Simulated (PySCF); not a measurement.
**WNCl2: from structure and modes to constants**

All numbers come from UPBE0 in PySCF with W def2-TZVP with ECP60, N def2-TZVP, Cl def2-TZVP; scalar-relativistic core potentials, no spin–orbit coupling; density-fitted integrals.

The doublet minimum has Cs symmetry. Masses (u): W 183.95093, N 14.00307, Cl 34.96885.

```xyz
4
charge 0 multiplicity 2, angstrom
W    -0.1352    0.0000   -0.1053
N    -1.7345    0.0000    0.3180
Cl    0.6939   -2.0846    0.1841
Cl    0.6939    2.0846    0.1841
```

Harmonic wavenumbers (cm⁻¹): 55.5 (a', ×1), 129.7 (a', ×1), 270.4 (a'', ×1), 398.0 (a', ×1), 427.8 (a'', ×1), 1155.6 (a', ×1).

What is the harmonic zero-point energy?

Half the sum of all 6 wavenumbers, 2437/2 = 1218 cm⁻¹, which is 14.6 kJ/mol (1 cm⁻¹ = 0.0119627 kJ/mol).

Find the vibrational entropy and heat capacity at 298.15 K.

With u = 1.43878 ω/T, each mode gives S = R[u/(eᵘ−1) − ln(1−e⁻ᵘ)] and C = R u² eᵘ/(eᵘ−1)².
```json
{"ω (cm⁻¹)": "55.5", "u": "0.268", "S (J/(mol K))": "19.29", "C (J/(mol K))": "8.26"}
{"ω (cm⁻¹)": "129.7", "u": "0.626", "S (J/(mol K))": "12.34", "C (J/(mol K))": "8.05"}
{"ω (cm⁻¹)": "270.4", "u": "1.305", "S (J/(mol K))": "6.67", "C (J/(mol K))": "7.23"}
{"ω (cm⁻¹)": "398.0", "u": "1.920", "S (J/(mol K))": "4.06", "C (J/(mol K))": "6.17"}
{"ω (cm⁻¹)": "427.8", "u": "2.064", "S (J/(mol K))": "3.62", "C (J/(mol K))": "5.90"}
{"ω (cm⁻¹)": "1155.6", "u": "5.577", "S (J/(mol K))": "0.21", "C (J/(mol K))": "0.99"}
```
The sums over all modes are S = 46.2 and C = 36.6 J/(mol K); the softest mode gives 42 % of the entropy.

Only a few start shapes were tried, so a lower isomer may exist. With open d or f shells other occupations or spin states may lie lower. Spin–orbit coupling, left out here, can matter for elements this heavy.
